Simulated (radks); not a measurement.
Problem. Valence configurations of neutral manganese (all share [Ar]). Method: scalar-relativistic Kohn-Sham, r2SCAN, spin-polarised, spherical densities, finite nucleus; open shells are filled with parallel spins first; meta-GGA in the generalised Kohn-Sham scheme; Fermi nuclear charge, rms radius 3.7057 fm; computed with a radial shooting solver on a logarithmic mesh with Libxc functionals. Order these by energy: 3d5 4s2; 3d5 4s1 4p1; 3d5.5 4s1.5; 3d5 4s1.5 4p0.5; 3d7; 3d4.5 4s2 4p0.5; 3d6 4s1; 3d4 4s2 4p1; 3d4 4s1.5 4p1.5; 3d4 4s1 4p2.

Solution. From the lowest, in eV above it: 3d5 4s2 0.000; 3d5.5 4s1.5 1.049; 3d5 4s1.5 4p0.5 1.317; 3d5 4s1 4p1 1.938; 3d6 4s1 2.132; 3d4.5 4s2 4p0.5 4.190; 3d7 6.348; 3d4 4s2 4p1 9.526; 3d4 4s1.5 4p1.5 10.857; 3d4 4s1 4p2 11.519. NIST lists [Ar] 3d5 4s2 as the ground configuration; this level of theory agrees among the configurations tried. The energies are those of spherical high-spin densities, not of single terms.
